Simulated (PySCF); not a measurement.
**Ga⁺: ionisation energy**

Ga⁺ [Ar] 3d10 4s2 (1S) → Ga²⁺ [Ar] 3d10 4s1 (2S), as a difference of total energies. Computed with PySCF 2.14 in x2c-TZVPPall with one added diffuse shell each of s, p, d type (7s6p5d1f, 57 functions), with scalar relativity by spin-free X2C-1e. Correlated levels: valence: [Ar] 3d10 frozen; valence and next inner shell: [Ne] frozen. The calculations carry no spin-orbit coupling.

| method | ionisation energy (eV) | error (eV) |
| --- | --- | --- |
| UHF | 18.743 | -1.772 |
| LDA | 21.138 | +0.623 |
| PBE | 20.770 | +0.255 |
| PBE0 | 20.431 | -0.084 |
| r2SCAN | 20.499 | -0.016 |
| r2SCAN0 | 20.294 | -0.221 |
| wB97X | 20.721 | +0.206 |
| PW91 | 20.847 | +0.332 |
| B97-3 | 20.568 | +0.053 |
| MP2 (valence) | 19.458 | -1.057 |
| SCS-MP2 (valence) | 19.601 | -0.914 |
| MP2 (valence and next inner shell) | 19.958 | -0.557 |
| SCS-MP2 (valence and next inner shell) | 20.012 | -0.503 |

Reference: 20.515 eV (measured; NIST Atomic Spectra Database, ionization energies).

Errors of the correlated levels include the incompleteness of this basis and the frozen core.

MP2 underrates the near-degeneracy of ns² with np² in the lower species.
